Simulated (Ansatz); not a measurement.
Basis-set extrapolation for `COB1C=C1F` (PBE0-D4/def2-TZVP geometry, frozen core, the Gaussian-basis code of Ansatz). Multiplicity 1, RHF reference.

```json
{"": "HF", "def2-TZVPP": "-315.018145", "def2-QZVPP": "-315.032290"}
{"": "MP2 correlation", "def2-TZVPP": "-1.042241", "def2-QZVPP": "-1.121762"}
{"": "CCSD(T) correlation", "def2-TZVPP": "-1.112038", "def2-QZVPP": "not run"}
```

Energies in hartree. Use E(X) = E(∞) + A·exp(−7.88·√X) for Hartree–Fock and E(X) = E(∞) + B·X^(−2.97) for correlation, with X = 3 and 4, and add CCSD(T) minus MP2 of the smaller set to the MP2 limit.

**Question.** What is the CCSD(T) energy at the basis-set limit?

**Answer.** HF limit: -315.032290 + (-0.014145) × 0.13774 = -315.03424. MP2 limit: -1.121762 + (-0.079521) × 0.74074 = -1.18067. Higher-order term: -1.112038 − (-1.042241) = -0.06980. Total: -316.28471 hartree, 405.7 kJ/mol below CCSD(T)/def2-TZVPP.
